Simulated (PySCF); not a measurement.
# Er(III) with different ligands

Computed with PySCF 2.14.0, PBE0, def2-SVP on the ligands, density fitting, scalar-relativistic core potentials, no spin-orbit coupling, vacuum. The metal has lcecp-1-SVP with ECP57. Each complex is relaxed within the symmetry of a template of the same shape. Distances are means of the shortest metal–ligand contacts, charges and spins Mulliken's; removal energies are rigid, with the ligand's formal charge and no counterpoise, so too large; for an anion taken off a cation in vacuum most of it is the attraction of opposite charges, and multiply charged cations can part far more cheaply with an electron moved from ligand to metal. lcecp potentials hold a fixed number of 4f electrons in the core, out of states, spins and gaps.

```
   complex  point group  M–first ligand (Å)  charge on M (e)  removal of one first-named ligand (eV)  strongest infrared band, degenerate modes summed (cm⁻¹)  unstable modes (below −25 cm⁻¹)
[Er(SH)4]−           S4               2.626             0.55                                    4.68                                                      270                                0
   [ErF4]−           Td               2.047             1.03                                    6.79                                                      520                                0
  [ErCl4]−           Td               2.507             0.71                                    5.09                                                      313                                0
   [ErH4]−           Td               2.066             0.21                                    4.82                                                     1260                                0
[Er(OH)4]−           S4               2.093             0.78                                    5.77                                                        –                         1 (soft)
```

(1) A further member has point group D2d, M–first ligand (Å) 2.234, charge on M (e) 0.64, removal of one first-named ligand (eV) 5.32. Which complex is it?

Members with unstable modes aren't minima as they stand: saddle points kept by symmetry or, where the modes are soft, flat surfaces and noise. One start shape was tried for each, so a minimum needn't be the lowest isomer.

Answers

(1) [Er(NH2)4]−. The answer isn't unique; the calculation gave this one.
